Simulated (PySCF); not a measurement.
Input of a run (PBE0-D3(BJ)/def2-SVP geometry optimisation, gas phase (PySCF 2.14.0)), started from GFN2-xTB:
```
{"job": {"xc": "PBE0", "basis": "def2-SVP", "d3": "d3bj", "grid": 1, "shake": 0.01, "kind": "geom"}, "charge": 0, "multiplicity": 1}
O      1.173530    -1.620220    -0.601680
C      0.895600    -0.585350    -0.019780
O      1.780320     0.382440     0.181730
C     -0.412060    -0.218760     0.560320
B     -1.334070     0.609680    -0.462130
F     -0.834800     1.391640    -1.390380
F     -2.634080     0.603110    -0.398130
H      2.663500     0.166650    -0.231270
H     -0.968910    -1.128220     0.870810
H     -0.278610     0.378110     1.469450
```

Output (energies in Eh, forces in Eh/bohr):
```
step   0  E = -452.34481740  max force = 0.030555
step   1  E = -452.34776934  max force = 0.010730
step   2  E = -452.34888676  max force = 0.004269
step   3  E = -452.34904308  max force = 0.001720
step   4  E = -452.34909071  max force = 0.000921
step   5  E = -452.34910255  max force = 0.000840
step   6  E = -452.34909712  max force = 0.001407
step   7  E = -452.34911747  max force = 0.000689
step   8  E = -452.34913171  max force = 0.000761
step   9  E = -452.34915254  max force = 0.000392
step  10  E = -452.34917455  max force = 0.000423
step  11  E = -452.34918987  max force = 0.001578
step  12  E = -452.34915932  max force = 0.003556
step  13  E = -452.34915984  max force = 0.003566
step  14  E = -452.34917744  max force = 0.002953
step  15  E = -452.34920021  max force = 0.001884
step  16  E = -452.34922418  max force = 0.000918
step  17  E = -452.34924313  max force = 0.000506
step  18  E = -452.34924829  max force = 0.000433
step  19  E = -452.34924229  max force = 0.000886
step  20  E = -452.34925239  max force = 0.000395
optimisation converged
```

Question: Summarise the run.

Answer: The energy falls by 11.6 kJ/mol over 21 energy and gradient evaluations, the largest force component goes from 0.0306 to 4.0e-04 Eh/bohr, and the atoms move by 0.058 Å rms after alignment. The bond that changes most is C4–B5 (sp3 carbon bound to boron to three-coordinate boron), which shortens by 0.038 Å. Bonds longer at the end by more than 0.005 Å: 4 of 9; shorter: 4. Among the angles that change most is C2–O3–H8, from 111.7° to 106.6°. The energy rose by more than 1e-6 Eh at steps 6, 12 and 19. The first step brought 67 % of the lowering.

Question: What are the final bond lengths?

Answer: O1=C2 1.202 Å, C2–O3 1.339 Å, C2–C4 1.499 Å, C4–B5 1.569 Å, B5–F6 1.316 Å, B5–F7 1.318 Å, O3–H8 0.970 Å, C4–H9 1.098 Å, C4–H10 1.104 Å. Numbering counts from 1 in the input's order; the species is `O=C(O)CB(F)F`.

The run used 113 basis functions and 134 SCF cycles in all. Hardware: an Arm Neoverse V1 with one thread, shared host. Cost: 90 s of wall time, 0.46 GiB resident at most.

Stationary, but not proved a minimum. One conformer, not necessarily the lowest.

Conformer computed: `[O:1]=[C:2]([OH:3])[CH2:4][B:5]([F:6])[F:7]`: O1–C2–C4–B5 -96°, C2–C4–B5–F6 -24°, H–O3–C2–O1 2°.
